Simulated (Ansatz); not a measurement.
CH₉BOSi₂ at its PBE0-D4/def2-TZVP geometry, where that method's forces vanish. Charge 0, multiplicity 1. The bonds changed during the relaxation, so this is another structure than the one it started from.

```
atom    x (Å)    y (Å)    z (Å)
  B1  -1.3849  -0.3551  -0.6144
 Si2  -1.2959   1.4641  -0.1155
  O3  -1.0578   2.0878   1.3748
 Si4   0.6854  -0.2931  -0.7626
  C5   1.4958  -1.2930   0.6010
  H6  -1.6662  -1.1588   0.2333
  H7  -1.8303  -0.4647  -1.7264
  H8  -1.1058   2.6331  -1.0103
  H9  -1.1775   1.4828   2.1116
 H10   1.2322   1.1153  -0.6306
 H11   1.1404  -0.7199  -2.1136
 H12   2.5847  -1.2559   0.5285
 H13   1.1749  -2.3351   0.5429
 H14   1.2050  -0.9075   1.5812
```

Task: For each bond, give half the difference of the two atoms' forces along it (eV/Å; positive pushes the atoms apart) under PBE-D4, r2SCAN-D4, B3LYP-D4, ωB97M-V in def2-TZVPP. (Best estimate.)

Result: Ansatz gave: 
```json
{"bond": "B1–Si2", "length (Å)": "1.888", "PBE-D4": "-0.14", "r2SCAN-D4": "-0.03", "B3LYP-D4": "0.12", "ωB97M-V": "0.01"}
{"bond": "B1–Si4", "length (Å)": "2.077", "PBE-D4": "-0.08", "r2SCAN-D4": "-0.01", "B3LYP-D4": "0.16", "ωB97M-V": "0.05"}
{"bond": "B1–H6", "length (Å)": "1.201", "PBE-D4": "0.05", "r2SCAN-D4": "-0.02", "B3LYP-D4": "-0.08", "ωB97M-V": "-0.06"}
{"bond": "B1–H7", "length (Å)": "1.203", "PBE-D4": "0.05", "r2SCAN-D4": "-0.03", "B3LYP-D4": "-0.10", "ωB97M-V": "-0.08"}
{"bond": "Si2–O3", "length (Å)": "1.633", "PBE-D4": "0.45", "r2SCAN-D4": "0.12", "B3LYP-D4": "0.12", "ωB97M-V": "0.10"}
{"bond": "Si2–H8", "length (Å)": "1.484", "PBE-D4": "0.09", "r2SCAN-D4": "-0.03", "B3LYP-D4": "-0.15", "ωB97M-V": "-0.17"}
{"bond": "O3–H9", "length (Å)": "0.961", "PBE-D4": "0.32", "r2SCAN-D4": "0.00", "B3LYP-D4": "-0.03", "ωB97M-V": "-0.05"}
{"bond": "Si4–C5", "length (Å)": "1.875", "PBE-D4": "0.03", "r2SCAN-D4": "0.04", "B3LYP-D4": "0.07", "ωB97M-V": "0.05"}
{"bond": "Si4–H10", "length (Å)": "1.516", "PBE-D4": "0.08", "r2SCAN-D4": "-0.04", "B3LYP-D4": "-0.09", "ωB97M-V": "-0.08"}
{"bond": "Si4–H11", "length (Å)": "1.488", "PBE-D4": "0.10", "r2SCAN-D4": "0.01", "B3LYP-D4": "-0.17", "ωB97M-V": "-0.16"}
{"bond": "C5–H12", "length (Å)": "1.092", "PBE-D4": "0.11", "r2SCAN-D4": "-0.01", "B3LYP-D4": "-0.04", "ωB97M-V": "-0.06"}
{"bond": "C5–H13", "length (Å)": "1.092", "PBE-D4": "0.11", "r2SCAN-D4": "-0.02", "B3LYP-D4": "-0.05", "ωB97M-V": "-0.04"}
{"bond": "C5–H14", "length (Å)": "1.093", "PBE-D4": "0.10", "r2SCAN-D4": "-0.01", "B3LYP-D4": "-0.04", "ωB97M-V": "-0.03"}
```

B3LYP here is the variant with VWN-RPA as its local correlation; programs differ in this.
